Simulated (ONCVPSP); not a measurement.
**Before and after: ONCV potential for promethium**

ONCVPSP 4.0.1 input, shortened (lines: element, Z, core and valence counts, functional; n l f; lmax; l rc ep ncon nbas qcut; lloc lpopt rc5 dvloc0; l nproj debl; icmod fcfact rcfact), LDA (Perdew-Wang 92), scalar-relativistic:

```
  Pm 61.00   10    4  -001012      upf
    1    0    2.00
    2    0    2.00
    2    1    6.00
    3    0    2.00
    3    1    6.00
    3    2   10.00
    4    0    2.00
    4    1    6.00
    4    2   10.00
    4    3    4.00
    5    0    2.00
    5    1    6.00
    5    2    1.00
    6    0    1.50
    2
    0    2.35    0.00    4    9    4.70
    1    2.15    0.00    3    6    6.30
    2    3.80    0.00    4    9    3.40
    4    5    2.10    2.00
    0    3    3.30
    1    1    2.00
    2    1    0.80
    1    0.50    0.00
```

Change: p: nproj 3.

Cutoffs: the cutoffs (Ha) at which the residual kinetic energy of the hardest occupied pseudo-wave falls to 1 and 0.1 mHa per electron; they do not see the model core or the augmentation charge, which bear on the density cutoff. Errors are all-electron minus pseudo energies relative to the spin-unpolarised reference configuration.

Question: Predict the effect on cutoff, ghosts and configuration errors.

Answer: The potential gets neither clearly harder nor softer (12 Ha and 15 Ha → 12 Ha and 15 Ha); of the 4 tests that both files solve, the error grows in 0 and shrinks in 1 by more than 15 % and 0.3 meV (median size 15.2 → 6.3 meV); the range in which the p phases agree widens (upper end 0.7 → at the end of the scan); neither file shows a bound ghost.

```csv
quantity,base,changed
"cutoff, loose",12 Ha,12 Ha
"cutoff, tight",15 Ha,15 Ha
bound ghosts,none,none
GHOST(+) flags under 300 eV,none,none
"error for 5s2 5p6 5d1 6s2, meV [ΔE -2.64 eV]",-0.2,-0.2
"error for 5s2 5p6 5d1 6s1, meV [ΔE 3.92 eV]",-2.4,-2.5
"error for 5s2 5p6 5d1 6s0, meV [ΔE 15.78 eV]",-28,-28
"error for 5s2 5p6 5d1 6s0 6p1, meV [ΔE 7.33 eV]",+30,-10
s: phases at 2.38 bohr within 0.05 rad from the reference energy up to (Ha; the scan ends near 5),to the end of the scan,to the end of the scan
p: phases at 2.18 bohr within 0.05 rad from the reference energy up to (Ha; the scan ends near 5),0.7,to the end of the scan
d: phases at 3.85 bohr within 0.05 rad from the reference energy up to (Ha; the scan ends near 5),0.2,0.2
"rms error of d²Exc/dni dnj with the model core, mHa",1.08,1.08
```
